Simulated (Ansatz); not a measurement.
Geometry optimisation, RKS PBE-D4/6-31G* in Ansatz 0.2.0.

input.yaml

```yaml
crystal:
  periodic: [false, false, false]
  atoms:
    - { symbol: B, position_ang: [-0.000905, -0.272338, 0.073521] }
    - { symbol: Cl, position_ang: [0.007304, -0.627176, 1.874086] }
    - { symbol: F, position_ang: [1.153996, -0.292022, -0.55783] }
    - { symbol: H, position_ang: [-1.043657, -0.178711, -0.500911] }
    - { symbol: F, position_ang: [0.047882, 2.182891, 0.614182] }
    - { symbol: H, position_ang: [0.076979, 1.916056, 1.512652] }
basis:
  gaussian: { orbitals: "6-31G*" }
hamiltonian:
  xc: pbe
  dispersion: d4
relax:
  f_tol: 0.03
  max_steps: 50
```

Command:

```bash
$ ansatz run input.yaml --threads 1 --pin off --max-ram 2048MiB --backend cpu --events-out ev --progress --plain --runs-dir out
```

Q: Where does it end, and by what steps?

A: It converged. After 8 steps the energy has fallen by 0.054 eV; F5 moved furthest, 0.24 Å.

| step | energy less start (eV) | largest force component (eV/Å) | accepted |
| --- | --- | --- | --- |
| 0 | 0.0000 | 0.785 | yes |
| 1 | -0.0376 | 0.352 | yes |
| 2 | -0.0315 | 0.740 | no |
| 3 | -0.0506 | 0.203 | yes |
| 4 | -0.0518 | 0.219 | yes |
| 5 | -0.0516 | 0.171 | no |
| 6 | -0.0539 | 0.068 | yes |
| 7 | -0.0541 | 0.032 | yes |
| 8 | -0.0541 | 0.012 | yes |

```xyz
6
Properties=species:S:1:pos:R:3
B -0.001 -0.142 0.123
Cl -0.006 -0.605 1.872
F 1.160 -0.203 -0.517
H -1.045 -0.109 -0.460
F 0.032 1.958 0.528
H 0.101 1.830 1.470
```

Whether the end is a true minimum wasn't checked by a vibrational analysis.

Run time: 16 s on 1 thread of Arm Neoverse V1, with other jobs on the host, peak memory 0.13 GiB.
